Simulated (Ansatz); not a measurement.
Species: H2In, SMILES `[InH2]` (charge 0, multiplicity 2), formula H2In.

Question: How many basis functions does frozen-core CCSD(T)/def2-TZVPP // B3LYP-D3(BJ)/def2-TZVP (Ansatz, an electronic-structure program) use, how many core orbitals are frozen, and how many electrons are correlated?

Answer: 78 basis functions and 4 frozen orbitals, which leaves 15 correlated electrons (filled d shells below the valence shell are correlated). Core time is of the order of seconds.
